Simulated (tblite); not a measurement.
Species: C₅H₁₁NO₂Si.
Z-matrix (Å and degrees, GFN2-xTB geometry), rows numbered from 1:
```
C 
C   1  1.3193
C   2  1.5035  1  124.19
C   3  1.5368  2  110.82  1   -88.57
C   4  1.5243  3  111.76  2   -63.33
O   5  1.3998  4  112.63  3   -59.51
Si  6  1.6310  5  120.67  4    37.91
N   7  1.7183  6  107.07  5  -132.11
O   3  1.4030  2  111.16  1   147.43
H   1  1.0779  2  121.74  3    -0.92
H   1  1.0763  2  121.89  3   178.87
H   2  1.0806  1  121.21  3  -179.95
H   3  1.0994  2  109.26  1    30.70
H   4  1.0916  3  107.86  2   177.63
H   4  1.0901  3  109.42  2    58.42
H   5  1.0977  4  109.78  3    62.59
H   5  1.0960  4  109.91  3  -178.46
H   7  1.4670  6  107.60  5   101.17
H   8  1.0060  7  116.32  6   171.08
H   8  1.0057  7  116.37  6   -57.18
```

Calculated harmonic vibrations of the isolated species, GFN2-xTB (tblite), most abundant isotopes, no scaling. Against measured fundamentals such values can be off by several per cent, at times by over 20. Modes of hydrogen on silicon can be 10 to 20 % off. One conformer, not necessarily the lowest.

Harmonic wavenumbers (cm⁻¹): 39.4, 72.9, 80.5, 128.0, 221.4, 238.9, 264.2, 290.0, 339.3, 370.1, 394.2, 487.6, 602.4, 607.5, 686.4, 696.8, 732.0, 761.5, 764.5, 864.9, 884.5, 897.8, 908.9, 938.3, 952.1, 1019.2, 1031.8, 1036.1, 1112.7, 1140.5, 1156.4, 1203.5, 1220.5, 1259.6, 1274.1, 1308.0, 1329.1, 1341.0, 1411.9, 1446.7, 1488.7, 1515.4, 1711.8, 2223.9, 2876.5, 2890.2, 2925.6, 2985.9, 2997.2, 3078.0, 3099.7, 3128.5, 3498.5, 3532.9.

A = 2667, B = 1018, C = 871.7 MHz; mass 145.056 u (most abundant isotopes); point group C1, symmetry number 1.

What is the zero-point energy?

½Σν̃ = 34734 cm⁻¹ = 99.31 kcal/mol.

What is S at 298.15 K and 1 bar for an ideal gas of classical rigid rotors and harmonic oscillators?

Translation 40.85, rotation 29.30, vibration 30.82: S = 101.0 cal/(mol K).

And Cp and H(298.15 K) − H(0)?

Cp = 40.88 cal/(mol K), of which vibrations give 32.93 (their classical limit is 54 R = 107.3); H(298.15 K) − H(0) = 7.21 kcal/mol without the zero-point energy, 4.84 from vibrations.

Which modes carry the vibrational entropy at 298.15 K?

39.4 cm⁻¹: 5.29; 72.9 cm⁻¹: 4.07; 80.5 cm⁻¹: 3.88; 128.0 cm⁻¹: 2.98; 221.4 cm⁻¹: 1.95; 238.9 cm⁻¹: 1.81 cal/(mol K); the other 48 give 10.85 together.

What must be added to the electronic energy to get the Gibbs energy at 298.15 K and 1 bar?

ZPE + [H(298.15 K) − H(0)] − T·S = 99.31 + 7.21 − 30.10 = 76.42 kcal/mol.

How do the functions run with temperature in this model?

```csv
T (K),S (cal/(mol K)),Cp (cal/(mol K)),H − H(0) (kcal/mol),G − H(0) (kcal/mol),ln q(vib)
50,59.6,13.5,0.52,-2.47,0.65
100,70.7,19.0,1.33,-5.74,1.95
373.15,111.1,49.2,10.59,-30.85,9.40
500,127.2,61.1,17.62,-45.97,12.90
750,155.3,77.2,35.08,-81.39,19.62
1000,179.0,87.4,55.75,-123.25,25.88
```

q(vib) and H(0) count from the zero-point level.

Hindered rotation and anharmonicity are outside this model. Other conformers, if any are populated, would add a mixing term that is left out. The structure is chiral; the term R ln 2 for an equal mix with its mirror image is left out.
